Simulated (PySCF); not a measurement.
# MeSiCl(SeBu)2 (C9H21ClSe2Si): Computed beside measured shifts

System: MeSiCl(SeBu)2 (C9H21ClSe2Si), SMILES CCCC[Se][Si](C)(Cl)[Se]CCCC.

Atom-mapped SMILES (hydrogens are numbered by the atom that bears them): [CH3:1][CH2:2][CH2:3][CH2:4][Se:5][Si:6]([CH3:7])([Cl:8])[Se:9][CH2:10][CH2:11][CH2:12][CH3:13]

Computed with GIAO PBE0/pcSseg-2, gas phase, PySCF SCF with an in-house response code, fitting set def2-universal-JFIT up to Ne and JKFIT beyond, grid level 2, non-relativistic, on the PBE0-D3(BJ)/def2-SVP geometry.

One optimised conformer. Values are averaged over the atoms that symmetry or fast rotation interchanges, on this one geometry and without vibrational averaging. Shifts are the reference shielding less the shielding here, at the same level (13C, 1H, 29Si against isolated TMS; 77Se against isolated Me2Se); nuclei without a reference have shieldings only.

Spin-orbit coupling is left out, which matters for the heavier atoms here.

Q: What shifts does this level give for Si6, Se5/9, and how do they compare with measurement?

A: 
```tsv
atom	nucleus	computed / ppm	measured / ppm	computed less measured	measured against	medium of the measurement
Si6	29Si	67.0	20.3	46.7	TMS	solution
Se5/9	77Se	-83.6	-28	-55.6	Me2Se	solution
```

Measured values: U. Herzog, Habilitationsschrift, TU Bergakademie Freiberg, 2002/2003.
